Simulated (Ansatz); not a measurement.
Cost and result up the ladder for Ga6As6H18, a cluster cut from wurtzite GaAs (hydrogen-capped) (30 atoms). Total charge 0; singlet. Geometry: PBE-D4/def2-SVP.

```xyz
30

As   -0.2754    1.0838   -2.6892
Ga   -0.3135    2.6522   -0.7242
Ga   -3.2812   -0.1169   -0.2955
As   -1.8200    1.5681    0.8692
As    1.9827    2.1264    0.1558
Ga   -0.6321    1.1097    3.0394
Ga   -0.0179   -1.3994   -2.3878
As   -1.5655   -1.9366   -0.5711
As    2.2362   -1.3612   -1.2740
Ga    2.6016   -0.1880    0.9201
Ga   -0.3370   -2.9833    1.3591
As    0.7007   -0.8889    2.2908
H    -1.5564    1.3142   -3.4772
H     0.7080    1.5887   -3.7434
H    -0.4321    4.1558   -1.1812
H    -3.5948    0.4548   -1.7425
H    -4.3812   -0.6153    0.7192
H    -2.7411    2.7520    1.1648
H     3.0454    2.6609   -0.8024
H     2.2550    3.0756    1.3130
H     0.3974    2.2952    3.2712
H    -1.6934    0.6353    4.1053
H     0.0280   -2.1535   -3.7709
H    -2.3165   -3.0915   -1.2341
H     3.3083   -0.9398   -2.2770
H     2.6793   -2.8058   -1.0957
H     4.1072   -0.2676    1.3793
H    -1.3959   -3.5238    2.3959
H     0.8403   -3.8557    0.7487
H     1.4636   -1.3456    3.5344
```

Ansatz on 2 threads of AMD EPYC 7R13 on a shared host and a share (18 GiB) of an NVIDIA H100 80GB HBM3. Times are rough, and most runs start from the orbitals of an earlier one. PBE0-D4/def2-TZVP serves as the yardstick here, not as an exact answer. Differences are given only for rows in sets of like size (and for xTB, whose basis is part of the method), since another set adds its own error. Binding counts from free atoms at the same level (As quartet, Ga doublet, H doublet; other spins of the atoms weren't run), without zero-point energy or a counterpoise term.

Correlated methods freeze 108 core orbitals; core or outer-core shells of As, Ga are correlated, in sets that lack core-valence functions. The rows differ in basis, and correlated rows in double-zeta sets carry the largest basis error. Single mean-field runs in def2-SVP, def2-TZVP are fitted with def2-universal-jkfit.

Correlated methods converge slowly with the basis, most of all in double-zeta sets.

```tsv
level	functions	wall time	binding energy per atom (eV)	difference from PBE0-D4/def2-TZVP (eV)
PBE-D4/def2-SVP	474	6.5 s	2.56	–
PBE0-D4/def2-SVP	474	6.5 s	2.55	–
revPBE-D4/def2-TZVP	684	7 s	2.50	-0.05
PBE-D4/def2-TZVP	684	8 s	2.56	0.01
r2SCAN-D4/def2-TZVP (with forces)	684	9 s	2.58	0.03
HF/def2-TZVP	684	9 s	1.71	-0.84
MP2/def2-SVP	474	11 s	2.34	–
r2SCANh-D4/def2-TZVP	684	12 s	2.57	0.02
PBE0-D4/def2-TZVP (with forces)	684	13 s	2.55	0.00
```
